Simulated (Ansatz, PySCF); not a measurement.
# Eu(BH4)3 in two programs

Eu(BH4)3 (singlet in the valence; each metal's 4f electrons, 6 of them, lie in its core potential, out of spins and levels), relaxed with PySCF 2.14.0, RKS PBE, Eu lcecp-1-SVP with ECP52, B def2-SVP, H def2-SVP; non-relativistic Hamiltonian with scalar-relativistic core potentials where named; density fitting; no spin-orbit coupling:

```xyz
16

Eu    0.0000    0.0000    0.0000
B     2.4962    0.0128    0.0000
H     3.7085   -0.0106    0.0000
H     1.9934   -0.5778    1.0020
H     1.9934   -0.5778   -1.0020
H     2.0196    1.1749    0.0000
B    -1.2592    2.1554    0.0000
H    -1.8450    3.2170    0.0000
H    -0.4964    2.0152    1.0020
H    -0.4964    2.0152   -1.0020
H    -2.0273    1.1616    0.0000
B    -1.2370   -2.1682    0.0000
H    -1.8635   -3.2063    0.0000
H    -1.4971   -1.4375    1.0020
H    -1.4971   -1.4375   -1.0020
H     0.0077   -2.3365    0.0000
```

There the HOMO–LUMO gap is 4.50 eV. The 4f levels lie in the core potential and are missing.

The same geometry by Ansatz 0.2.0 (PBE, PAW with the 4f shell of lanthanides and the 5f shell of actinides in the valence, a periodic box with 9 Å of vacuum; gaps over both spins; site moments in spheres, but by Gaussian weights under spin-orbit coupling, so that the two can't be compared; unpaired electrons at the start: 6, along z under spin-orbit coupling; the open shells may stand above their lowest state):

```tsv
spin-orbit coupling	U on f (eV)	gap (eV)	spin moment on Eu1 (μB)	orbital moment of its f shell (μB)	largest force component (eV/Å)
without	0	0.09	6.06	–	0.43
without	5	1.03	5.96	–	0.35
```

Question: What does the run with spin-orbit coupling and with U = 0 eV give?

Answer: gap (eV): 0.01, spin moment on Eu1 (μB): 5.89, orbital moment of its f shell (μB): 0.85, largest force component (eV/Å): 0.43. It took 3.4 min on 4 threads of Arm Neoverse V2, on a shared host, peak memory 4.2 GiB.

Some levels of the plane-wave runs are partly filled under the smearing, so their gaps are between more and less than half filled ones.

Semilocal functionals tend to give orbital moments well under those of Hund's rules.

Without U the plane-wave gap ends on 4f levels, which the Gaussian run lacks; U moves filled and empty 4f levels apart, though the lowest empty ones can remain 4f.

The spin-orbit runs use fully relativistic datasets of their own, so changes of a few hundredths of an eV needn't come from the coupling.

A frequency check found unstable modes (1, the lowest at -21 cm⁻¹), so the relaxed geometry is a saddle point, or these are noise. An lcecp potential fixes the number of 4f electrons, so in runs with it no electron can move into or out of that shell.
